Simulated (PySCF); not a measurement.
BH₃N, SMILES N[BH], multiplicity 2. The structure is a stationary point at PBE0-D3(BJ)/def2-TZVP. The isomer is the one that the SMILES or the coordinates give; other isomers of the formula were not compared.

Computed equilibrium geometry at PBE0-D3(BJ)/def2-TZVP (PySCF confirms it by a frequency run) as a Z-matrix, and its point group:
point group Cs.
```
N
H 1 1.0067
H 1 1.0109 2 113.11
B 1 1.3739 2 123.21 3 180.00
H 4 1.1953 1 125.13 2 180.00
```
Charge 0, spin multiplicity 2.
